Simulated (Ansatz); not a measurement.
Born–Oppenheimer molecular dynamics of H4O3Sn (8 atoms, charge 0, multiplicity 1). It starts from a relaxed structure.

Level of theory: RKS B3LYP/def2-SVP in Ansatz 0.2.0.

```yaml
ensemble: NVE (velocity Verlet)
time_step: 1 fs
steps_asked: 250
starting_velocities_drawn_for: 700 K
seed: 353050
```

First frame:

```xyz
8
Properties=species:S:1:pos:R:3
Sn -0.047 -0.095 0.343
H 0.205 0.229 1.997
O 1.630 0.079 -0.710
H 1.788 -0.721 -1.233
O -1.373 1.154 -0.455
H -1.016 1.565 -1.256
O -0.728 -1.939 0.040
H -1.552 -1.919 -0.469
```

(1) How far do the bonds stretch over the last three quarters of this one trajectory? (Pairs bonded in most of those frames.)

Results:

(1) 
```
  bond  mean (Å)  spread (Å)  shortest  longest
Sn1–H2     1.715       0.041      1.64     1.78
Sn1–O3     1.996       0.028      1.95     2.04
Sn1–O5     1.985       0.010      1.96     2.00
Sn1–O7     1.993       0.059      1.91     2.08
 O3–H4     0.973       0.025      0.93     1.01
 O5–H6     0.971       0.016      0.95     1.00
 O7–H8     0.971       0.025      0.93     1.01
```

Mean temperature of the second half: 356 K. The conserved energy stayed within 1.4 meV per atom of its start (net change 0.71 meV per atom), so the integration is sound. Over the second half the temperature averaged 0.51 of the 700 K drawn at the start: a run that starts near a minimum puts about half its kinetic energy into the potential. A run of 0.25 ps of so small a system gives no equilibrium averages.

The run took 9.6 min on 2 threads of Arm Neoverse V2 (shared host), peak memory 0.18 GiB.
